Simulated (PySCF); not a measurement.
## Exercise with solution: chemical shift, span and skew from a shielding tensor

C4H5BO2, SMILES CC(B(C#C)O)=O. Atoms are numbered in the order given.

```xyz
12

C      2.7599     0.3461    -0.6652
C      1.6450    -0.0724    -0.3899
B      0.2287    -0.5656    -0.0867
O     -0.1124    -1.8786    -0.1020
C     -0.9089     0.4678     0.3609
C     -2.0407     0.8897    -0.5357
O     -0.8011     0.8589     1.5148
H      3.7417     0.7176    -0.9007
H      0.6429    -2.4617    -0.2628
H     -2.7001     1.6018    -0.0184
H     -1.6386     1.3414    -1.4589
H     -2.6132    -0.0006    -0.8480
```

Geometry: r2SCAN-D4/def2-SVP. This is a generated structure with no PubChem entry under its InChIKey; it may be hypothetical. Other conformers were not sampled.

GIAO shieldings from PBE0/pcSseg-1 in PySCF, non-relativistic, no solvent. The symmetric part of the tensor of C2 has the principal values -6.7, 1.1, 291.8 ppm. The same nucleus in TMS has σ = 186.3 ppm at this level (PySCF, at its B3LYP-D3(BJ)/def2-TZVP geometry).

**Question.** Work out the isotropic shielding, the ¹³C shift against TMS, the span and the skew.

**Answer.** 
σ(iso) = (σ11 + σ22 + σ33)/3 = 95.4 ppm. δ = σ(ref) − σ(iso) = 186.3 − (95.4) = 90.9 ppm.
Span Ω = σ33 − σ11 = 298.5 ppm. Skew κ = 3(σ(iso) − σ22)/Ω = 0.95. Tumbling in solution averages the tensor to δ; in a static solid the shielding alone would spread this spin-1/2 line over Ω.
